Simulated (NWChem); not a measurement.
**Spin states of NSi**

SMILES: [Si]#N
```xyz
2

Si     0.0000     0.0000     0.5250
N      0.0000     0.0000    -1.0499
```
Charge 0, spin multiplicity 2.

The numbers come from NWChem runs, not from measurements. The geometry was optimised at UPBE0/def2-SVP, a minimum by its harmonic frequencies.

Basis set: def2-TZVP. The gap is E(quartet) − E(doublet) at the geometry of the doublet, so a negative value puts the higher spin lower. Open shells are unrestricted, coupled cluster uses restricted open-shell references. The quartet is the single determinant that the SCF runs reached, with unpaired electrons in orbitals of symmetry a1 and b2 and b2 (C2v labels); it need not be the lowest quartet, which in molecules with degenerate π orbitals can need several determinants.

```json
[
 {"method": "PBE", "vertical doublet-quartet gap (kcal/mol)": "76.2", "relative cost": "1", "remark": "-", "difference from CCSD(T)": "-1.0"},
 {"method": "B3LYP", "vertical doublet-quartet gap (kcal/mol)": "74.1", "relative cost": "under 3", "remark": "-", "difference from CCSD(T)": "-3.0"},
 {"method": "BHandHLYP", "vertical doublet-quartet gap (kcal/mol)": "67.7", "relative cost": "under 3", "remark": "-", "difference from CCSD(T)": "-9.4"},
 {"method": "M06-2X", "vertical doublet-quartet gap (kcal/mol)": "76.2", "relative cost": "under 3", "remark": "-", "difference from CCSD(T)": "-1.0"},
 {"method": "B2PLYP", "vertical doublet-quartet gap (kcal/mol)": "77.0", "relative cost": "under 3", "remark": "-", "difference from CCSD(T)": "-0.1"},
 {"method": "HF", "vertical doublet-quartet gap (kcal/mol)": "50.1", "relative cost": "under 3", "remark": "spin-contaminated", "difference from CCSD(T)": "-27.0"},
 {"method": "MP2", "vertical doublet-quartet gap (kcal/mol)": "73.3", "relative cost": "3", "remark": "spin-contaminated", "difference from CCSD(T)": "-3.8"},
 {"method": "CCSD(T)", "vertical doublet-quartet gap (kcal/mol)": "77.1", "relative cost": "7", "remark": "large amplitudes", "difference from CCSD(T)": "0.0"}
]
```

The values span 27.0 kcal/mol, from HF (lowest) to CCSD(T) (highest). The cost column gives rough processor time relative to PBE; each entry includes its own SCF.

The correlated methods keep 6 core orbitals frozen. B3LYP has NWChem's definition, with VWN1-RPA local correlation. The structure started from a generated list of species. The unpaired electrons of the parent sit in orbitals of symmetry a1 (C2v labels of the run); other states weren't searched. No SCF solution was tested for a lower state. Open-shell Hartree-Fock references start from PBE0 orbitals; any time given for them includes that run. No row is a measurement; the coupled-cluster row has its own basis-set and correlation limits.
